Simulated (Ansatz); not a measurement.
Geometry optimisation, RKS PBE0/def2-SVP in Ansatz.

The input (input.yaml):

```yaml
crystal:
  periodic: [false, false, false]
  atoms:
    - { symbol: Al, position_ang: [-1.098345, -1.432042, 0.081924] }
    - { symbol: Cl, position_ang: [-2.581845, 0.127583, 0.447843] }
    - { symbol: Cl, position_ang: [-0.796179, -2.119972, -1.855372] }
    - { symbol: Cl, position_ang: [-0.100834, -2.289487, 1.690081] }
    - { symbol: H, position_ang: [-0.162574, 1.120821, 0.117602] }
    - { symbol: C, position_ang: [0.908818, 1.139435, -0.070086] }
    - { symbol: H, position_ang: [1.112599, 1.861958, -0.870913] }
    - { symbol: H, position_ang: [1.430214, 1.435989, 0.848967] }
    - { symbol: H, position_ang: [1.288147, 0.155615, -0.390148] }
basis:
  gaussian: { orbitals: def2-SVP }
hamiltonian:
  xc: pbe0
relax:
  f_tol: 0.03
  max_steps: 50
```

Run as:

```bash
$ ansatz run input.yaml --threads 2 --pin off --max-ram 3072MiB --backend cpu --events-out ev --progress --plain --runs-dir out
```

Problem. Where does it end, and by what steps?

Solution. It converged. The force dipped under the threshold on the way, but the program's further checks kept it going. After 14 steps the energy has fallen by 0.169 eV; H8 moved furthest, 0.56 Å.

```tsv
step	energy less start (eV)	largest force component (eV/Å)	accepted
0	0.0000	1.148	yes
1	-0.0866	0.377	yes
2	-0.1110	0.316	yes
3	-0.1473	0.169	yes
4	-0.1443	0.286	no
5	-0.1611	0.084	yes
6	-0.1636	0.042	yes
7	-0.1660	0.019	yes
8	-0.1663	0.152	yes
9	-0.1677	0.049	yes
10	-0.1685	0.005	yes
11	-0.1685	0.079	no
12	-0.1688	0.009	yes
13	-0.1688	0.049	no
14	-0.1689	0.011	yes
```

```xyz
9
Properties=species:S:1:pos:R:3
Al -0.898 -1.065 0.082
Cl -2.680 0.022 0.302
Cl -0.514 -1.956 -1.778
Cl 0.040 -1.829 1.788
H -0.217 1.100 0.315
C 0.809 0.951 -0.067
H 1.022 1.825 -0.698
H 1.506 0.884 0.776
H 0.933 0.068 -0.720
```

Whether the end is a true minimum wasn't checked by a vibrational analysis.

The run took 27 s on 2 threads of Intel(R) Xeon(R) 6975P-C (Granite Rapids), with other jobs on the host, peak memory 0.27 GiB.
